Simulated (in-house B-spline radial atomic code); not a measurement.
Configurations of Nb VII (Nb6+), with energies counted from [Ar] 3d10 4s2 4p5. Level of theory: scalar-relativistic (X2C) BHandHLYP, spin-polarised, spherical fractional occupations, exact exchange averaged over the configuration, Fermi nucleus of rms radius 4.324 fm; calculated with a B-spline radial code for spherical atoms. Shells without spins written out take the highest spin.

Occupations are held fixed; configurations that lie above the ionisation limit could autoionise.

| configuration | E - E(ref) (eV) | highest orbital | its <r> (bohr) |
| --- | --- | --- | --- |
| [Ar] 3d10 4s2 4p4 4d1 | 35.921 | 4d up | 1.423 |
| [Ar] 3d10 4s2 4p4 5s1 | 54.689 | 5s up | 2.278 |
| [Ar] 3d10 4s1 4p5 5p1 | 90.882 | 5p up | 2.492 |
| [Ar] 3d9 4s2 4p5 4f1 | 253.6 | 4f up | 1.944 |
| [Ar] 3d9 4s2 4p5 5d1 | 258.78 | 5d up | 2.93 |

(1) Order these further configurations by energy, lowest first.
A. [Ne] 3s2 3p5 3d10 4s2 4p6
B. [Ar] 3d10 4s2 4p4 5p1
C. [Ar] 3d9 4s2 4p5 5s1
D. [Ar] 3d10 4s2 4p4 4f1
E. [Ar] 3d10 4s1 4p5 4f1

Results:

(1) B (63.351 eV), D (71.253 eV), E (98.708 eV), C (236.75 eV), A (335.96 eV).
